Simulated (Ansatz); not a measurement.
Al₃O₃⁺. The state is a singlet with charge 1. Geometry r2SCAN-D4/def2-SVP.

```xyz
6

Al   -1.480   -2.749   -0.768
Al    0.122    0.224    0.064
Al    1.698    3.163    0.875
O     0.026   -1.355   -0.753
O    -1.244   -0.917    0.127
O     0.878    1.634    0.454
```

B3LYP takes the VWN-RPA correlation. The restricted singlet is unstable towards broken spin symmetry in Hartree–Fock (as tested in another run); at HF/STO-3G, LDA (SPW92)/def2-TZVP, PBE-D4/def2-TZVP, BLYP-D4/def2-TZVP and others this wasn't settled. Another isomer (singlet) lies 3.23 eV lower at PBE0-D4/def2-TZVP; other spin states weren't run for this one.

(1) Estimate the orbital energies around the gap (eV) in Ansatz with HF/STO-3G, LDA (SPW92)/def2-TZVP, PBE-D4/def2-TZVP, BLYP-D4/def2-TZVP, B3LYP-D4/def2-TZVP.

Answers

(1) 
```csv
orbital,HF/STO-3G,LDA (SPW92)/def2-TZVP,PBE-D4/def2-TZVP,BLYP-D4/def2-TZVP,B3LYP-D4/def2-TZVP
HOMO−5,-14.44,-14.16,-13.95,-13.79,-15.42
HOMO−4,-13.16,-13.08,-12.87,-12.69,-14.18
HOMO−3,-12.82,-13.01,-12.80,-12.62,-14.12
HOMO−2,-12.54,-11.97,-11.80,-11.67,-13.38
HOMO−1,-10.27,-10.63,-10.47,-10.33,-11.18
HOMO,-9.08,-9.96,-9.83,-9.70,-10.50
LUMO,3.57,-9.02,-8.69,-8.54,-7.55
LUMO+1,4.59,-7.55,-7.30,-7.20,-6.77
LUMO+2,5.39,-6.35,-6.18,-6.02,-5.54
LUMO+3,5.48,-5.82,-5.65,-5.51,-5.03
LUMO+4,5.80,-5.78,-5.62,-5.47,-4.97
LUMO+5,6.27,-5.62,-5.48,-5.34,-4.85
```
